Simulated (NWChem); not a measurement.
Everything below was run with NWChem. System: HF₂Ga, charge 0, spin multiplicity 1, at a geometry optimised with PBE0/def2-SVP. The structure started from a generated list of species. Level: TD-B3LYP/def2-SVPD, VWN1-RPA local correlation.

Input file:

```
start mol
memory heap 200 mb stack 900 mb global 1100 mb
geometry units angstroms nocenter noautoz
  Ga     0.000000     0.000000    -0.317739
  H      0.000000     0.000000    -1.859342
  F      1.447632     0.000000     0.650514
  F     -1.447632     0.000000     0.650514
  symmetry group C2v
end
basis spherical
  * library def2-svpd
end
dft
  xc b3lyp
  semidirect memsize 60000000 filesize 0
  iterations 100
end
tddft
  rpa
  nroots 5
  notriplet
  thresh 1e-4
end
task tddft energy
```

Part of the output:

```
             Northwest Computational Chemistry Package (NWChem) 7.3.0
             --------------------------------------------------------

                                NWChem Input Module
                                -------------------

 Scaling coordinates for geometry "geometry" by  1.889725989
 (inverse scale =  0.529177249)

 Turning off AUTOSYM since
 SYMMETRY directive was detected!

                             Geometry "geometry" -> ""
                             -------------------------

 Output coordinates in angstroms (scale by  1.889725989 to convert to a.u.)

  No.       Tag          Charge          X              Y              Z
 ---- ---------------- ---------- -------------- -------------- --------------
    1 Ga                  31.0000     0.00000000     0.00000000    -0.31773900
    2 H                    1.0000     0.00000000     0.00000000    -1.85934200
    3 F                    9.0000     1.44763200     0.00000000     0.65051400
    4 F                    9.0000    -1.44763200     0.00000000     0.65051400

 Effective nuclear repulsion energy (a.u.)     198.2795930314

            Nuclear Dipole moment (a.u.)
            ----------------------------
        X                 Y               Z
 ---------------- ---------------- ----------------
     0.0000000000     0.0000000000     0.0000018897

      Symmetry information
      --------------------

 Group name             C2v
 Group number             16
 Group order               4
 No. of unique centers     3

      Symmetry unique atoms

     1    2    3


 Summary of "ao basis" -> "" (spherical)
 ------------------------------------------------------------------------------
       Tag                 Description            Shells   Functions and Types
 ---------------- ------------------------------  ------  ---------------------
 *                         def2-svpd                  on all atoms

                                 NWChem DFT Module
                                 -----------------

 Summary of "ao basis" -> "ao basis" (spherical)
 ------------------------------------------------------------------------------
       Tag                 Description            Shells   Functions and Types
 ---------------- ------------------------------  ------  ---------------------
 Ga                        def2-svpd                14       38   6s4p4d
 H                         def2-svpd                 4        8   2s2p
 F                         def2-svpd                 9       23   4s3p2d

 Summary of "ao basis" -> "ao basis" (spherical)
 ------------------------------------------------------------------------------
       Tag                 Description            Shells   Functions and Types
 ---------------- ------------------------------  ------  ---------------------
 Ga                        def2-svpd                14       38   6s4p4d
 H                         def2-svpd                 4        8   2s2p
 F                         def2-svpd                 9       23   4s3p2d

      Symmetry analysis of basis
      --------------------------

        a1         38
        a2         11
        b1         26
        b2         17

            General Information
            -------------------
          SCF calculation type: DFT
          Wavefunction type:  closed shell.
          No. of atoms     :     4
          No. of electrons :    50
           Alpha electrons :    25
            Beta electrons :    25
          Charge           :     0
[...]
    4     35       0     0.19E-01   0.48E-02       15.8
    5     45       0     0.60E-02   0.96E-04       15.8
    6     55       0     0.21E-02   0.11E-04       15.9
    7     65       1     0.92E-03   0.16E-05       16.0
    8     73       3     0.35E-03   0.29E-06       14.3
    9     77       4     0.16E-03   0.32E-07       10.7
   10     79       5     0.72E-04   0.46E-08        9.2
  ----  ------  ------  ---------  ---------  ---------
  Convergence criterion met

  Ground state a1      -2124.881707638214 a.u.

  ----------------------------------------------------------------------------
  Root   1 singlet b2             0.268108939 a.u.                7.2956 eV
  ----------------------------------------------------------------------------
     Transition Moments    X -0.00000   Y -0.44555   Z -0.00000
     Transition Moments   XX  0.00000  XY -0.00000  XZ  0.00000
     Transition Moments   YY -0.00000  YZ  1.47812  ZZ  0.00000
     Dipole Oscillator Strength                    0.0354819170
     Electric Quadrupole                           0.0000002242
     Magnetic Dipole                               0.0000030369
     Total Oscillator Strength                     0.0354851781

          sigma_e =   1.8522 Angstrom
          sigma_h =   1.7877 Angstrom
         |d_h->e| =   0.3456 Angstrom
            d_exc =   2.5767 Angstrom
            d_CD1 =   0.4101 Angstrom
            d_CD2 =  -1.4743 Angstrom
            d_CD3 =   2.9224 Angstrom
     Pearson C.C. =   0.0161

     Occ.   19  a1  ---  Virt.   26  b2  -0.06408 X
     Occ.   21  a1  ---  Virt.   26  b2   0.08622 X
     Occ.   22  b2  ---  Virt.   27  a1   0.06643 X
     Occ.   25  a1  ---  Virt.   26  b2   0.99056 X
  ----------------------------------------------------------------------------
  Root   2 singlet a2             0.283146645 a.u.                7.7048 eV
  ----------------------------------------------------------------------------
     Transition Moments    X -0.00000   Y  0.00000   Z  0.00000
     Transition Moments   XX  0.00000  XY -0.11630  XZ  0.00000
     Transition Moments   YY  0.00000  YZ -0.00000  ZZ -0.00000
     Dipole Oscillator Strength                    0.0000000000
     Electric Quadrupole                           0.0000000016
     Magnetic Dipole                               0.0000001857
     Total Oscillator Strength                     0.0000001873

          sigma_e =   1.8333 Angstrom
          sigma_h =   1.6163 Angstrom
         |d_h->e| =   1.1332 Angstrom
            d_exc =   2.6688 Angstrom
            d_CD1 =   1.3502 Angstrom
            d_CD2 =  -0.5916 Angstrom
            d_CD3 =   3.8021 Angstrom
     Pearson C.C. =   0.0228

     Occ.   24  b1  ---  Virt.   26  b2  -0.99760 X
  ----------------------------------------------------------------------------
  Root   3 singlet b1             0.292141220 a.u.                7.9496 eV
  ----------------------------------------------------------------------------
     Transition Moments    X  0.18687   Y -0.00000   Z  0.00000
     Transition Moments   XX  0.00000  XY  0.00000  XZ -0.21061
     Transition Moments   YY  0.00000  YZ  0.00000  ZZ -0.00000
     Dipole Oscillator Strength                    0.0068009772
     Electric Quadrupole                           0.0000000059
     Magnetic Dipole                               0.0000001691
     Total Oscillator Strength                     0.0068011522

          sigma_e =   1.9457 Angstrom
          sigma_h =   1.6148 Angstrom
         |d_h->e| =   0.9803 Angstrom
            d_exc =   2.6733 Angstrom
            d_CD1 =   1.3112 Angstrom
            d_CD2 =  -0.7999 Angstrom
            d_CD3 =   3.6536 Angstrom
     Pearson C.C. =   0.0330

     Occ.   23  a2  ---  Virt.   26  b2   0.48530 X
     Occ.   24  b1  ---  Virt.   27  a1   0.86928 X
     Occ.   25  a1  ---  Virt.   28  b1   0.05156 X
  ----------------------------------------------------------------------------
  Root   4 singlet a1             0.292920533 a.u.                7.9708 eV
  ----------------------------------------------------------------------------
     Transition Moments    X -0.00000   Y  0.00000   Z  0.85288
     Transition Moments   XX  0.29317  XY -0.00000  XZ  0.00000
     Transition Moments   YY  0.74882  YZ  0.00000  ZZ -2.18505
     Dipole Oscillator Strength                    0.1420485420
     Electric Quadrupole                           0.0000003336
     Magnetic Dipole                               0.0000000000
     Total Oscillator Strength                     0.1420488757

          sigma_e =   2.0513 Angstrom
          sigma_h =   1.7402 Angstrom
         |d_h->e| =   0.5134 Angstrom
            d_exc =   2.7246 Angstrom
            d_CD1 =   0.8245 Angstrom
            d_CD2 =  -1.3824 Angstrom
            d_CD3 =   3.2380 Angstrom
     Pearson C.C. =   0.0107

     Occ.   19  a1  ---  Virt.   27  a1   0.06499 X
     Occ.   21  a1  ---  Virt.   27  a1  -0.33624 X
     Occ.   22  b2  ---  Virt.   26  b2   0.20386 X
     Occ.   25  a1  ---  Virt.   27  a1  -0.91203 X
  ----------------------------------------------------------------------------
  Root   5 singlet a2             0.298111160 a.u.                8.1120 eV
  ----------------------------------------------------------------------------
     Transition Moments    X -0.00000   Y -0.00000   Z -0.00000
     Transition Moments   XX -0.00000  XY  1.05113  XZ -0.00000
     Transition Moments   YY  0.00000  YZ  0.00000  ZZ  0.00000
     Dipole Oscillator Strength                    0.0000000000
     Electric Quadrupole                           0.0000001559
     Magnetic Dipole                               0.0000004580
     Total Oscillator Strength                     0.0000006139

          sigma_e =   1.9764 Angstrom
          sigma_h =   1.6006 Angstrom
         |d_h->e| =   0.9443 Angstrom
            d_exc =   2.6725 Angstrom
            d_CD1 =   1.3200 Angstrom
            d_CD2 =  -0.8443 Angstrom
            d_CD3 =   3.6168 Angstrom
     Pearson C.C. =   0.0344

     Occ.   22  b2  ---  Virt.   28  b1   0.05838 X
     Occ.   23  a2  ---  Virt.   27  a1   0.99433 X

              Target root =      1
          Target symmetry = none
      Ground state energy =  -2124.881707638214
        Excitation energy =      0.268108938988
     Excited state energy =  -2124.613598699226

  stored tddft:energy   -2124.6135986992263

 Task  times  cpu:      146.4s     wall:      146.4s

 Total times  cpu:      146.5s     wall:      146.5s
```
